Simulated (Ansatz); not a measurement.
C2H7BFNO, SMILES `NBOCCF` at its PBE0-D4/def2-TZVP geometry, where that method's forces vanish. The species carries charge 0 and has multiplicity 1.

```xyz
13

N     1.2796   -0.1977   -2.2503
B     0.7112    0.4108   -1.1287
O     0.6526   -0.2945    0.0424
C     0.0118    0.2332    1.1731
C    -1.3104   -0.4402    1.4128
F    -2.2115   -0.0986    0.4221
H     1.3584    0.2691   -3.1340
H     1.6234   -1.1426   -2.2421
H     0.3027    1.5379   -1.1894
H    -0.1433    1.3135    1.0685
H     0.6484    0.0610    2.0487
H    -1.7263   -0.1238    2.3751
H    -1.1966   -1.5280    1.4016
```

Task: What forces (eV/Å) does r2SCAN-D4/def2-TZVPP give on these atoms in Ansatz 0.2.0? (Estimate.)

Result: The calculation gave: 
```
N1   0.033 -0.029 -0.068
B2  -0.057  0.176 -0.059
O3   0.124 -0.205 -0.138
C4  -0.067  0.167  0.270
C5   0.152 -0.136  0.290
F6  -0.205  0.094 -0.279
H7   0.008 -0.013 -0.012
H8   0.010 -0.021 -0.014
H9   0.007 -0.028  0.002
H10 -0.004  0.006 -0.001
H11  0.003 -0.004  0.007
H12 -0.004  0.002  0.008
H13 -0.001 -0.008 -0.005
```
